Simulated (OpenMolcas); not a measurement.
# F+: effect of the IPEA shift

- Program: OpenMolcas
- Basis: ANO-R1 [3s2p1d]
- Scalar Hamiltonian: X2C, finite nucleus
- Active space: 4 electrons in 3 orbitals (2p)
- State averaging: 2S+1 = 3 even, 3 roots; 2S+1 = 1 even, 6 roots
- Spin-orbit coupling: state interaction with AMFI integrals over the reference wave functions, term energies averaged over their components

Methods on the same reference wave functions:
A. CASSCF
B. SS-CASPT2, IPEA 0 Eh, imaginary shift 0.1 Eh (closed shells correlated: 1s 2s)
C. SS-CASPT2, IPEA 0.25 Eh, imaginary shift 0.1 Eh (closed shells correlated: 1s 2s)

Energies in cm⁻¹ above 2s² 2p⁴ ³P₂, the measured ground level; measured values from NIST Handbook of Basic Atomic Spectroscopic Data.

```
      Level      A      B      C  Measured
2s² 2p⁴ ³P₂    0.0    0.0    0.0       0.0
2s² 2p⁴ ³P₁    322    322    322       341
2s² 2p⁴ ³P₀    478    478    478       490
2s² 2p⁴ ¹D₂  22744  21850  21660     20873
2s² 2p⁴ ¹S₀  56416  48080  48330     44918
```

Deviations, from unrounded energies. A percentage is the sum of absolute deviations over the sum of measured energies, with the sign that they share, or ± where signs differ.

```tsv
Against measurement	Levels	A	B	C
mean absolute deviation (cm-1)	4	3300	1000	1100
fine structure of the ground term (%)	2	-3.6	-3.7	-3.7
other terms of the ground configuration (%)	2	+20.3	+6.3	+6.4
```

B, C lie about equally close to measurement and A furthest from it. The largest miss of B in the table is 2s² 2p⁴ ¹S₀, by +3200 cm-1. The ranking rests on the paired levels alone, and a cruder setting can come out closer through cancelling errors.

Between B and C the level of the table that moves most is 2s² 2p⁴ ¹S₀, by 250 cm-1 (lowest in B, highest in C). Moves below CASPT2's spread within the term are not significant.

The mean deviations of B to C differ by less than CASPT2's widest spread within a term (76 cm-1), so their order carries little weight.

From A to B the spin-free energies of the other terms of 2s² 2p⁴ shown, above ³P, scale by factors of 0.85 to 0.96.

The lowest spin-free term lies below A's lowest term by 0.104 hartree in B, 0.100 hartree in C.

Term energies are means over components that CASPT2 splits; among the terms shown or strongly mixed into the levels shown the widest spread is 76 cm-1 (2s² 2p⁴ ¹D, C). With the s shell closed, the reference lacks s² → p² mixing. Without dynamic correlation excited terms often stand tens of per cent too high (terms of higher spin than the ground term too low), and those without a measured partner can miss by more than the paired ones (holds for A). Measured partners are found by configuration, term and J. A level has none where our copy of the source lacks it or the pairing is in doubt (some pairs that miss far off the trend of their configuration count as doubtful), and it then counts in no deviation. Only configurations of the active space appear.
